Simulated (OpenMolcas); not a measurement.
**Nb3+: moving the ligands**

Nb3+ with 6 ligands (bromide) in octahedral coordination (Oh) at 2.63 Å. A charge of +0.5 e stands 2.6 Å behind each ligand. Ligand basis ANO-RCC-VDZP.

* Program: OpenMolcas
* Method: CASSCF
* Basis: ANO-RCC-VDZP [6s5p3d1f]
* Scalar Hamiltonian: DKH2, point nucleus
* Active space: 2 electrons in 5 orbitals (4d)
* State averaging: 2S+1 = 3 even, 10 roots; 2S+1 = 1 even, 15 roots
* Spin-orbit coupling: state interaction with AMFI integrals over the reference wave functions

Runs around this geometry, states (labels of O, the rotations of Oh). Energies in cm-1 above the lowest state or level, χT in cm3 K/mol; under a threefold ground state the first gap can be a small split of the lowest multiplet, not the spin-orbit step; 10Dq and B are least-squares fits to the states below 45000 cm-1, weighted by degeneracy, with a free offset, and given where the rms deviation is under 5 % of |10Dq| (or 100 cm-1) and under 700 cm-1.

```tsv
R (Å)	Ground state	First state of that spin	10Dq	B (rms of fit)	First gap with spin-orbit (degeneracies)	χT at 300 K	First state of another spin
2.56	3T1	3T2 16294	17085	573 (334)	19.8 (2, 3)	0.472	1T2 8886
2.63	3T1	3T2 14266	15066	593 (294)	24.9 (2, 3)	0.456	1T2 9142
2.77	3T1	3T2 10886	11656	622 (244)	38.1 (2, 3)	0.426	1T2 9542
```

Taking |10Dq| as R^-n, n = -ln(11656 / 17085) / ln(2.77 / 2.56) = 4.9 between the shortest and longest distance. The point-charge formula for a cubic d site gives n = 5.

An orbital triplet at a regular site is open to Jahn-Teller coupling, which can distort the site and quench the lowest spin-orbit gaps and is left out. Without dynamic correlation the repulsion within the d shell is too large (B by tens of per cent), so at a given field states of lower spin stand too high. With metal d orbitals alone the field can be off either way by tens of per cent. Ligand-to-metal charge-transfer states are missing. With no ligand orbital active B as a rule stays too high, so bands that hang on it stand too high and its fall with covalency is understated. The least metal-like active orbital is 73 % on the metal (Löwdin) and no ligand orbital is active, so the numbers are rough (holds for R = 2.56). The least metal-like active orbital is 76 % on the metal (Löwdin) and no ligand orbital is active, so the numbers are rough (holds for R = 2.63). The least metal-like active orbital is 81 % on the metal (Löwdin) and no ligand orbital is active, so the numbers are rough (holds for R = 2.77). No measured value stands beside these numbers; the geometry was imposed, not optimised, and the real ion may take another.
